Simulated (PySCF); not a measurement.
## Polarisability and C₆ of C⁻ (carbon, charge -1)

[He] 2s2 2p3, high-spin 4S determinant. Calculation: PySCF 2.14, in aug-cc-pVDZ-DK; the spin-free X2C one-electron Hamiltonian (Gaussian nucleus). Coupled (time-dependent) response in atomic units; α is the mean over directions. A double-zeta set is small for polarisabilities.

```csv
method,mean α (bohr³),C₆ (like pair),S(−4)
UHF,31.21,200.8,728.2
wB97X-V,34.41,225.7,1009
```

S(−4) is the Cauchy moment in α(ω) = α(0) + S(−4) ω² + …

α(iu) at UHF:

```json
{"u (hartree)": "0", "α(iu) (bohr³)": "31.21"}
{"u (hartree)": "0.0500", "α(iu) (bohr³)": "29.55"}
{"u (hartree)": "0.100", "α(iu) (bohr³)": "25.87"}
{"u (hartree)": "0.200", "α(iu) (bohr³)": "18.90"}
{"u (hartree)": "0.300", "α(iu) (bohr³)": "14.28"}
{"u (hartree)": "0.500", "α(iu) (bohr³)": "8.854"}
{"u (hartree)": "0.750", "α(iu) (bohr³)": "5.339"}
{"u (hartree)": "1.00", "α(iu) (bohr³)": "3.489"}
{"u (hartree)": "1.50", "α(iu) (bohr³)": "1.783"}
{"u (hartree)": "2.00", "α(iu) (bohr³)": "1.068"}
{"u (hartree)": "3.00", "α(iu) (bohr³)": "0.5026"}
{"u (hartree)": "5.00", "α(iu) (bohr³)": "0.1888"}
```

A single London oscillator, α(iu) = α/(1 + u²/ω²), gives C₆ = (3/4) ω α². Matching the computed C₆ needs ω = 4 × 200.8 / (3 × 31.21²) = 0.275 hartree.

For an ion, C₆ is the dispersion term alone; charge-induced terms of lower order in 1/R come first.
